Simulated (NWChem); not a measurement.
System: CH₄BF; SMILES CBF

NWChem input:

```
start job
memory heap 200 mb stack 900 mb global 1100 mb
geometry units angstroms noautoz
  B     -0.489159    -0.151058    -0.000840
  H     -1.694096    -0.298670     0.001871
  F      0.231306    -1.264272     0.000180
  C      0.201387     1.245156    -0.001555
  H     -0.116637     1.808406     0.893201
  H     -0.159021     1.837011    -0.860420
  H      1.299429     1.200972    -0.026581
end
basis spherical
  B library 6-31g*
  H library 6-31g*
  F library 6-31g*
  C library 6-31g*
end
dft
  xc b3lyp
  iterations 150
  mulliken
end
task dft energy
```

Output (shortened):

```
             Northwest Computational Chemistry Package (NWChem) 7.3.0
             --------------------------------------------------------

 C1  symmetry detected

                             Geometry "geometry" -> ""
                             -------------------------

 Output coordinates in angstroms (scale by  1.889725989 to convert to a.u.)

  No.       Tag          Charge          X              Y              Z
 ---- ---------------- ---------- -------------- -------------- --------------
    1 B                    5.0000    -0.49658087    -0.14567033    -0.00097740
    2 H                    1.0000    -1.70169417    -0.29184628     0.00111034
    3 F                    9.0000     0.22255550    -1.25974325    -0.00015550
    4 C                    6.0000     0.19562995     1.24971919    -0.00071213
    5 H                    1.0000    -0.12213334     1.81292350     0.89416526
    6 H                    1.0000    -0.16367718     1.84241112    -0.85946123
    7 H                    1.0000     1.29362986     1.20423739    -0.02525505

 Effective nuclear repulsion energy (a.u.)      63.6176056482

                                 NWChem DFT Module
                                 -----------------

 Summary of "ao basis" -> "ao basis" (spherical)
 ------------------------------------------------------------------------------
       Tag                 Description            Shells   Functions and Types
 ---------------- ------------------------------  ------  ---------------------
 B                           6-31g*                  6       14   3s2p1d
 H                           6-31g*                  2        2   2s
 F                           6-31g*                  6       14   3s2p1d
 C                           6-31g*                  6       14   3s2p1d

            General Information
            -------------------
          SCF calculation type: DFT
          Wavefunction type:  closed shell.
          No. of atoms     :     7
          No. of electrons :    24
           Alpha electrons :    12
            Beta electrons :    12
          Charge           :     0
          Spin multiplicity:     1
          Use of symmetry is: off; symmetry adaption is: off
          Maximum number of iterations: 150
          AO basis - number of functions:    50
                     number of shells:    26
          Convergence on energy requested:  1.00D-06
          Convergence on density requested:  1.00D-05
          Convergence on gradient requested:  5.00D-04

              XC Information
              --------------
                         B3LYP Method XC Potential
                     Hartree-Fock (Exact) Exchange  0.200
                        Slater Exchange Functional  0.800 local
                    Becke 1988 Exchange Functional  0.720 non-local
              Lee-Yang-Parr Correlation Functional  0.810
                  VWN I RPA Correlation Functional  0.190 local

             Grid Information
             ----------------
          Grid used for XC integration:  medium
          Radial quadrature: Mura-Knowles
          Angular quadrature: Lebedev.
          Tag              B.-S. Rad. Rad. Pts. Rad. Cut. Ang. Pts.
          ---              ---------- --------- --------- ---------
          B                   0.85       49           7.0       434
          H                   0.35       45           9.0       434
          F                   0.50       49           8.0       434
          C                   0.70       49           8.0       434
          Grid pruning is: on
          Number of quadrature shells:   327
          Spatial weights used:  Erf1

      Superposition of Atomic Density Guess
      -------------------------------------

 Sum of atomic energies:        -163.55160482

      Non-variational initial energy
      ------------------------------

 Total energy =    -164.760595
 1-e energy   =    -349.826709
 2-e energy   =     121.448508
 HOMO         =      -0.357762
 LUMO         =       0.049384

     ---------------------------------------------
      Total Density - Mulliken Population Analysis
     ---------------------------------------------

    Atom       Charge   Shell Charges
 -----------   ------   -------------------------------------------------------
    1 B    5     4.26   2.00  0.58  0.97  0.44  0.20  0.08
    2 H    1     1.07   0.49  0.58
    3 F    9     9.47   2.00  0.95  3.46  0.97  2.08  0.01
    4 C    6     6.95   2.00  0.73  2.13  0.70  1.38  0.02
    5 H    1     0.74   0.45  0.30
    6 H    1     0.74   0.45  0.30
    7 H    1     0.76   0.46  0.30

   convergence    iter        energy       DeltaE   RMS-Dens  Diis-err
 ---------------- ----- ----------------- --------- --------- ---------
 d= 0,ls=0.0,diis     1   -165.2085170117 -2.29D+02  1.81D-02  4.06D-01
 d= 0,ls=0.0,diis     2   -165.2010078309  7.51D-03  9.43D-03  6.90D-01
 d= 0,ls=0.0,diis     3   -165.2583528873 -5.73D-02  1.71D-03  2.20D-02
 d= 0,ls=0.0,diis     4   -165.2598964455 -1.54D-03  5.62D-04  1.45D-03
 d= 0,ls=0.0,diis     5   -165.2600678787 -1.71D-04  1.33D-04  9.52D-05
  Resetting Diis
 d= 0,ls=0.0,diis     6   -165.2600802162 -1.23D-05  2.87D-05  2.65D-06
 d= 0,ls=0.0,diis     7   -165.2600805869 -3.71D-07  8.33D-06  8.28D-08

         Total DFT energy =     -165.260080586861
      One electron energy =     -352.227243010847
           Coulomb energy =      144.847319825539
    Exchange-Corr. energy =      -21.497763049795
 Nuclear repulsion energy =       63.617605648243

 Numeric. integr. density =       23.999997945981

                       DFT Final Molecular Orbital Analysis
                       ------------------------------------

 Vector   10  Occ=2.000000D+00  E=-3.979925D-01
              MO Center=  4.9D-02,  1.2D+00,  1.4D-02, r^2= 2.0D+00
   Bfn.  Coefficient  Atom+Function         Bfn.  Coefficient  Atom+Function
  ----- ------------  ---------------      ----- ------------  ---------------
    35      0.412850  4 C  pz                21     -0.234787  3 F  pz
    45      0.225864  5 H  s                 47     -0.221149  6 H  s
    39      0.205505  4 C  pz                46      0.199808  5 H  s
    48     -0.195510  6 H  s                 25     -0.166321  3 F  pz
     5      0.028159  1 B  pz

 Vector   11  Occ=2.000000D+00  E=-3.849015D-01
              MO Center=  1.1D-01,  9.1D-01, -9.9D-03, r^2= 2.3D+00
   Bfn.  Coefficient  Atom+Function         Bfn.  Coefficient  Atom+Function
  ----- ------------  ---------------      ----- ------------  ---------------
    33      0.280923  4 C  px                34     -0.278361  4 C  py
    20     -0.215401  3 F  py                49      0.205695  7 H  s
    50      0.180122  7 H  s                 47     -0.156416  6 H  s
    45     -0.148731  5 H  s                 38     -0.144470  4 C  py
    24     -0.134300  3 F  py                48     -0.131968  6 H  s

 Vector   12  Occ=2.000000D+00  E=-3.094666D-01
              MO Center= -4.4D-01,  3.0D-02, -2.7D-04, r^2= 2.3D+00
   Bfn.  Coefficient  Atom+Function         Bfn.  Coefficient  Atom+Function
  ----- ------------  ---------------      ----- ------------  ---------------
    16      0.342320  2 H  s                 34      0.288514  4 C  py
    19      0.285907  3 F  px                 3     -0.277674  1 B  px
    15      0.223178  2 H  s                 36     -0.207815  4 C  s
    23      0.206571  3 F  px                38      0.201462  4 C  py
     4     -0.194900  1 B  py                20      0.178181  3 F  py

 Vector   13  Occ=0.000000D+00  E=-7.178406D-03
              MO Center= -4.5D-01, -6.2D-02, -6.2D-04, r^2= 2.0D+00
   Bfn.  Coefficient  Atom+Function         Bfn.  Coefficient  Atom+Function
  ----- ------------  ---------------      ----- ------------  ---------------
     9      0.617211  1 B  pz                 5      0.518964  1 B  pz
    21     -0.259356  3 F  pz                25     -0.258959  3 F  pz
    46     -0.258805  5 H  s                 48      0.248059  6 H  s
    45     -0.110118  5 H  s                 47      0.106500  6 H  s
    35     -0.035091  4 C  pz                41     -0.032664  4 C  d -1

 Vector   14  Occ=0.000000D+00  E= 1.126825D-01
              MO Center=  8.4D-02,  1.5D+00,  2.4D-02, r^2= 3.7D+00
   Bfn.  Coefficient  Atom+Function         Bfn.  Coefficient  Atom+Function
  ----- ------------  ---------------      ----- ------------  ---------------
    36      2.457489  4 C  s                 46     -1.175432  5 H  s
    48     -1.151115  6 H  s                  6     -0.854238  1 B  s
    50     -0.734318  7 H  s                 38      0.356199  4 C  py
    16      0.224809  2 H  s                 22      0.204424  3 F  s
     8     -0.165902  1 B  py                31     -0.149408  4 C  s

 Vector   15  Occ=0.000000D+00  E= 1.400610D-01
              MO Center=  4.4D-01,  6.6D-01, -1.5D-02, r^2= 3.7D+00
   Bfn.  Coefficient  Atom+Function         Bfn.  Coefficient  Atom+Function
  ----- ------------  ---------------      ----- ------------  ---------------
    50      1.505373  7 H  s                 37     -0.814140  4 C  px
    36     -0.771897  4 C  s                  8      0.684413  1 B  py
    22      0.467881  3 F  s                 48     -0.468177  6 H  s
    46     -0.424623  5 H  s                 38      0.397184  4 C  py
    33     -0.244817  4 C  px                16     -0.174439  2 H  s

     ---------------------------------------------
      Total Density - Mulliken Population Analysis
     ---------------------------------------------

    Atom       Charge   Shell Charges
 -----------   ------   -------------------------------------------------------
    1 B    5     4.57   2.00  0.55  1.33  0.34  0.26  0.09
    2 H    1     1.07   0.52  0.55
    3 F    9     9.23   2.00  0.94  3.33  0.98  1.98  0.01
    4 C    6     6.61   2.00  0.66  2.15  0.66  1.12  0.02
    5 H    1     0.83   0.51  0.32
    6 H    1     0.83   0.51  0.32
    7 H    1     0.84   0.52  0.32

     -------------------------------------------
      Total Density - Lowdin Population Analysis
     -------------------------------------------

    Atom       Charge   Shell Charges
 -----------   ------   -------------------------------------------------------
    1 B    5     5.00   1.98  0.45  1.21  0.39  0.72  0.24
    2 H    1     1.00   0.50  0.50
    3 F    9     9.00   1.99  0.90  3.18  0.78  2.13  0.02
    4 C    6     6.46   1.99  0.55  1.93  0.44  1.49  0.05
    5 H    1     0.84   0.48  0.36
    6 H    1     0.84   0.48  0.36
    7 H    1     0.86   0.49  0.37

     Multipole analysis of the density
     ---------------------------------

     L   x y z        total         alpha         beta         nuclear
     -   - - -        -----         -----         ----         -------
     0   0 0 0     -0.000000    -12.000000    -12.000000     24.000000

     1   1 0 0     -0.012498     -0.006249     -0.006249      0.000000
     1   0 1 0      0.432733      0.216366      0.216366     -0.000000
     1   0 0 1      0.002820      0.001410      0.001410     -0.000000

     2   2 0 0    -14.225334    -18.753115    -18.753115     23.280896
     2   1 1 0      0.014349     -1.486971     -1.486971      2.988291
     2   1 0 1      0.002998      0.004738      0.004738     -0.006478
     2   0 2 0    -14.360029    -64.274186    -64.274186    114.188343
     2   0 1 1      0.009233     -0.002473     -0.002473      0.014178
     2   0 0 2    -12.601007     -9.048173     -9.048173      5.495340
```

Level: B3LYP/6-31G* (spherical d). Geometry: optimised at PBE0/def2-SVP.
